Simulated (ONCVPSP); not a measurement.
## chromium: excitation energies, all-electron against ONCV

```
Element                 : Cr (Z = 24)
Generator               : ONCVPSP 4.0.1
Type                    : optimised norm-conserving Vanderbilt (ONCV)
Functional              : PBE
Relativity              : scalar-relativistic
Frozen core             : [Ne]
Valence charge          : 14
Reference configuration : 3s2 3p6 3d5 4s1
Partial waves           : 3s+4s: rc 1.30 bohr, ncon 4, nbas 9, qcut 9.8 1/bohr, 2 projectors; 3p: rc 1.10 bohr, ncon 3, nbas 7, qcut 15.1 1/bohr, 1 projector; 3d: rc 1.25 bohr, ncon 5, nbas 9, qcut 14 1/bohr, 2 projectors, debl 1.9 Ha; f scattering state at 0.16 Ha: rc 1.05 bohr, ncon 4, nbas 8, qcut 9.1 1/bohr, 2 projectors, debl 2.7 Ha
Local potential         : polynomial inside 0.95 bohr (lpopt 5, dvloc0 0 Ha)
Core correction         : Teter function, fcfact 3.75, rcfact 1
```

Energies are relative to the spin-unpolarised reference configuration 3s2 3p6 3d5 4s1; without spin polarisation the order of configurations can differ from experiment. Not all tests gave a result: 1 of 4 tests not solved or not reliable.

| valence configuration | charge | ΔE all-electron (eV) | error AE − PS (meV) |
| --- | --- | --- | --- |
| 3s2 3p6 3d5 4s0 | +1 | 6.902 | +0.4 |
| 3s2 3p6 3d4 4s0 | +2 | 22.954 | +0.1 |
| 3s1 3p6 3d5 4s1 | +1 | 80.250 | -39 |
